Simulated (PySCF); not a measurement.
**Electron correlation in Br+ (bromine, charge +1)**

[Ar] 3d10 4s2 4p4, high-spin 3P determinant. Calculation: PySCF 2.14, in x2c-TZVPall (6s5p4d1f, 48 functions); the spin-free X2C one-electron Hamiltonian (Gaussian nucleus). Frozen: [Ar] 3d10; 6 electrons correlated.

MP2 pair energies summed by pair of shells (mhartree):

| pair | energy | share (%) |
| --- | --- | --- |
| 4s-4p | -48.21 | 46.3 |
| 4p-4p | -47.49 | 45.7 |
| 4s-4s | -8.32 | 8.0 |

Total MP2 correlation energy: -104.02 mhartree.

Same-spin part -23.47 and opposite-spin part -80.55 mhartree; SCS-MP2 scales them by 1/3 and 6/5 to -104.49 mhartree.

```csv
level,correlation energy (mhartree)
CCSD,-123.12
(T),-3.23
CCSD(T),-126.35
```

Diagnostics: T1 = 0.0070, D1 = 0.0221, largest double amplitude 0.045.

Task: Is a single reference adequate?

Result: Yes, within this model without spin-orbit coupling: T1 lies below 0.03 and no double amplitude reaches 0.07.
